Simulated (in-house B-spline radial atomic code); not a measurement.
Yb⁷⁺: [Ne] 3s1 3p6 3d10 4s2 4p6 4d10 4f12 5s2 5p4 (with a hole in an inner shell)

Level of theory: Dirac-Hartree-Fock, average of configuration, Fermi nucleus of rms radius 5.3108 fm; calculated with a B-spline radial code for spherical atoms.

Z_r = [3n² - l(l+1)]/(2<r>); Z_e = n√(-2ε); the last column is Slater's effective charge. Values are occupation-weighted means over j. An effective charge above Z reflects the relativistic contraction of the inner shells.

```json
{"shell": "1s", "electrons": "2", "ε (eV)": "-61898", "<r> (bohr)": "0.01966", "Z_r": "76.30", "Z_e": "67.45", "Slater": "69.70"}
{"shell": "2s", "electrons": "2", "ε (eV)": "-10755", "<r> (bohr)": "0.08271", "Z_r": "72.54", "Z_e": "56.23", "Slater": "65.85"}
{"shell": "2p", "electrons": "6", "ε (eV)": "-9548.3", "<r> (bohr)": "0.07373", "Z_r": "67.82", "Z_e": "52.98", "Slater": "65.85"}
{"shell": "3s", "electrons": "1", "ε (eV)": "-2600.5", "<r> (bohr)": "0.2157", "Z_r": "62.58", "Z_e": "41.48", "Slater": "59.10"}
{"shell": "3p", "electrons": "6", "ε (eV)": "-2211.9", "<r> (bohr)": "0.2142", "Z_r": "58.35", "Z_e": "38.25", "Slater": "59.10"}
{"shell": "3d", "electrons": "10", "ε (eV)": "-1738.9", "<r> (bohr)": "0.1949", "Z_r": "53.88", "Z_e": "33.92", "Slater": "49.85"}
{"shell": "4s", "electrons": "2", "ε (eV)": "-636.43", "<r> (bohr)": "0.4832", "Z_r": "49.67", "Z_e": "27.36", "Slater": "43.10"}
{"shell": "4p", "electrons": "6", "ε (eV)": "-509.3", "<r> (bohr)": "0.5109", "Z_r": "45.02", "Z_e": "24.47", "Slater": "43.10"}
{"shell": "4d", "electrons": "10", "ε (eV)": "-332.32", "<r> (bohr)": "0.5474", "Z_r": "38.36", "Z_e": "19.77", "Slater": "31.85"}
{"shell": "5s", "electrons": "2", "ε (eV)": "-168.78", "<r> (bohr)": "1.122", "Z_r": "33.42", "Z_e": "17.61", "Slater": "15.75"}
{"shell": "4f", "electrons": "12", "ε (eV)": "-137.73", "<r> (bohr)": "0.6289", "Z_r": "28.62", "Z_e": "12.73", "Slater": "21.15"}
{"shell": "5p", "electrons": "4", "ε (eV)": "-133.78", "<r> (bohr)": "1.25", "Z_r": "29.21", "Z_e": "15.68", "Slater": "15.75"}
```

The least bound orbital is 5p3/2 at -130.8 eV, and it is also the most diffuse (<r> = 1.272 bohr). The part-filled 3s shell lies below the filled 5s shell in orbital energy.

Spin-orbit splittings of the orbital energies (j = l + 1/2 above j = l - 1/2 when positive): 2p 1051 eV, 3p 228.8 eV, 3d 49.63 eV, 4p 53.37 eV, 4d 10.06 eV, 4f 1.789 eV, 5p 8.886 eV.

For the 1s electron the small component carries 6.9 % of the norm, the zero-frequency Breit interaction raises the level by 201.4 eV, self-energy by 124.3 eV, and vacuum polarisation lowers it by 22.14 eV.
